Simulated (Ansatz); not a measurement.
Consider the substitution at a C–Si bond: `N=C=C[SiH2][GeH3]` + HBr → `N=C=CBr` + `[SiH3][GeH3]`.

Calculated with Ansatz (gas phase, PBE0-D4/def2-TZVP geometries, no zero-point term in ΔE). CCSD(T)/CBS adds triple-zeta CCSD(T) − MP2 to the extrapolated MP2 energy (def2 sets, frozen cores). For Br, Ge outer-core shells are correlated without core-valence functions, which leaves a few kJ/mol of doubt a bond. Scalar relativity is left out up to krypton. One conformer a species, not always the lowest.

```json
{"species": "`N=C=C[SiH2][GeH3]`", "CCSD(T)/CBS(def2) energy (Eh)": "-2500.15797"}
{"species": "HBr", "CCSD(T)/CBS(def2) energy (Eh)": "-2573.91920"}
{"species": "`N=C=CBr`", "CCSD(T)/CBS(def2) energy (Eh)": "-2705.25870"}
{"species": "`[SiH3][GeH3]`", "CCSD(T)/CBS(def2) energy (Eh)": "-2368.78170"}
```

(1) Work out ΔE.

Largest T1 diagnostic among the species: 0.014.

Results:

(1) ΔE = (-2705.25870) + (-2368.78170) − (-2500.15797) − (-2573.91920) = 0.03677 Eh = +96.5 kJ/mol.

The D4 term adds +4.1 kJ/mol with B3LYP and +2.7 kJ/mol with PBE0; it sums over pairs of atoms, weighted by their polarisabilities, and B3LYP, whose exchange is more repulsive, gets the larger term. From PBE to PBE0 (25 % exact exchange), in def2-TZVPP and without D4, ΔE moves by +4.7 kJ/mol.

B3LYP here is the variant with VWN-RPA as its local correlation; programs differ in this.
